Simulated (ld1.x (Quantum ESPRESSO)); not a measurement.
Varying the TM potential for Mg

Base potential:

ld1.x (Quantum ESPRESSO) 7.5 input, shortened:

```
&input
   title='Mg', zed=12., rel=1, dft='PBESOL', iswitch=3,
   config='[Ne] 3s1.75 3p0.25'
 /
 &inputp
   pseudotype=2, tm=.true., lloc=1,
   nlcc=.false.
 /
2
3S  1  0   1.75   0.00  2.20  2.20  0.0
3P  2  1   0.25   0.00  3.85  3.85  0.0
 &test
   configts(1)='3s1.75 3p0.25'
 /
```

Cutoffs, loose and tight: the cutoffs (Ry, on a coarse ladder) from which the occupation-weighted sum of valence levels, in a spherical-Bessel basis at the reference potential, stays within 10 and 1 mRy of its value at 400 Ry. They do not see the model core or the augmentation charge, which bear on the density cutoff. Test errors are all-electron minus pseudo excitation energies from the reference, over the configurations 3s2 3p0; 3s1 3p0; 3s1.5 3p0; 3s1 3p1; 3s0 3p1; 3s0 3p2. A dash means not determined; rows that change the core or the reference have their own tests.

A true bound ghost makes a file unfit for plane-wave use even where its test errors are small: the radial tests pick states by their node count and pass the ghost by.

On the changes marked as counting shells twice: ld1.x takes every shell without a wave as core, so the model core holds the marked electrons as well and exchange and correlation see them twice. This cancels in the reference configuration, but the file is broken for other ones, and its errors say nothing about a proper core correction.

| change | outcome | cutoff, loose | cutoff, tight | bound ghosts | largest test error (meV) |
| --- | --- | --- | --- | --- | --- |
| base | generated | 6 Ry | 18 Ry | none | +62 |
| local potential all-electron potential smoothed inside 1.95 bohr (lloc = -2) | generated | 6 Ry | 18 Ry | none | +62 |
| type PAW; waves now 3s (bound): rcut 1.90, rcutus 2.20 bohr; 3s channel at 0.35 Ry: rcut 1.90, rcutus 2.20 bohr; 3p (bound): rcut 3.35, rcutus 3.85 bohr; 3p channel at 3.95 Ry: rcut 3.35, rcutus 3.85 bohr; local potential all-electron potential smoothed inside 2.05 bohr (lloc = -1); core correction a·sin(br)/r model core, default radius (ld1.x builds one for every PAW set, though the input has nlcc=.false.); augmentation PSQ, inside the norm-conserving radii | generated | 6 Ry | 8 Ry | none | -10 |
| core correction a·sin(br)/r model core inside 1.74 bohr | generated | 6 Ry | 18 Ry | none | +8.7 |
| wave 3s (bound): rc 2.20 bohr becomes 3s (bound): rc 1.50 bohr | generated | 30 Ry | 50 Ry | s | +71 |
| functional PW91 | generated | 6 Ry | 18 Ry | none | +83 |
| reference 3s1 3p0 | generated | 6 Ry | 18 Ry | none | +33 |
| wave 3p (bound): rc 3.85 bohr becomes 3p (bound): rc 5.38 bohr | generated | 6 Ry | 18 Ry | none | +55 |
| wave 3p (bound): rc 3.85 bohr becomes 3p (bound): rc 5.84 bohr | generated | 6 Ry | 18 Ry | none | +48 |
| core [He] 2s2, valence charge 8; reference 2p6 3s1.5 3p0; waves now 2p (bound): rc 0.75 bohr; 3s (bound): rc 2.15 bohr; local potential the s channel; core correction Bessel-smoothed model core inside 0.50 bohr | generated | 260 Ry | over 300 Ry | none | -1220 |
| core [He], valence charge 10; reference 2s2 2p6 3s1.5 3p0; waves now 2s (bound): rc 0.85 bohr; 2p (bound): rc 0.65 bohr; core correction a·sin(br)/r model core, default radius (core density twice the valence density) (3s counted twice) | generated | 300 Ry | over 300 Ry | none | -783 |
| functional LDA (PZ) | generated | 8 Ry | 18 Ry | none | +100 |
